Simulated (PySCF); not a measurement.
Isomers of C6H9NSi, mass 123.050 u with the commonest isotopes. Method: PBE0-D3(BJ)/def2-SVP geometry optimisation, gas phase in PySCF 2.14.0. One conformer each, none proved a minimum here; rigid rotors.

Question: Order these by rotational constant A, largest first.
A. `[N:1]#[C:2][Si@@H:3]1[CH2:4][C@@H:5]1[CH:6]1[CH2:7][CH2:8]1` with C4–C5–C6–C7 49°
B. `[CH2:1]=[CH:2][c:3]1[cH:4][cH:5][n:6]([SiH3:7])[cH:8]1` with C1–C2–C3–C4 1°
C. `[CH:1]#[C:2][SiH2:3]/[N:4]=[CH:5]/[CH:6]=[CH:7]\[CH3:8]` with C2–Si3–N4–C5 -121°, N4–C5–C6–C7 5°

Answer: B (6035 MHz), C (3290 MHz), A (2606 MHz).

Question: Order these by out-of-plane moment Σ m c² = (Ia + Ib − Ic)/2, smallest first.
A. `[CH:1]#[C:2][SiH2:3]/[N:4]=[CH:5]/[CH:6]=[CH:7]\[CH3:8]` with C2–Si3–N4–C5 -121°, N4–C5–C6–C7 5°
B. `[N:1]#[C:2][Si@@H:3]1[CH2:4][C@@H:5]1[CH:6]1[CH2:7][CH2:8]1` with C4–C5–C6–C7 49°
C. `[CH2:1]=[CH:2][c:3]1[cH:4][cH:5][n:6]([SiH3:7])[cH:8]1` with C1–C2–C3–C4 1°

Answer: C (3.19 u·Å²), B (33.80 u·Å²), A (39.03 u·Å²).

Question: Order these by radius of gyration √(Σ m r²/M), smallest first.
A. `[CH2:1]=[CH:2][c:3]1[cH:4][cH:5][n:6]([SiH3:7])[cH:8]1` with C1–C2–C3–C4 1°
B. `[N:1]#[C:2][Si@@H:3]1[CH2:4][C@@H:5]1[CH:6]1[CH2:7][CH2:8]1` with C4–C5–C6–C7 49°
C. `[CH:1]#[C:2][SiH2:3]/[N:4]=[CH:5]/[CH:6]=[CH:7]\[CH3:8]` with C2–Si3–N4–C5 -121°, N4–C5–C6–C7 5°

Answer: B (2.089 Å), A (2.315 Å), C (2.511 Å).

```csv
SMILES,point group,Ia (u·Å²),Ib (u·Å²),Ic (u·Å²),κ,μa (D),μb (D),μc (D)
C=Cc1ccn([SiH3])c1,–,83.75,578.85,656.22,-0.96,2.03,0.25,0.00
C#C[SiH2]/N=C/C=C\C,C1,153.61,661.06,736.60,-0.94,1.28,0.13,0.76
N#C[Si@@H]1C[C@@H]1C1CC1,C1,193.90,376.68,502.97,-0.58,1.95,2.96,0.39
```
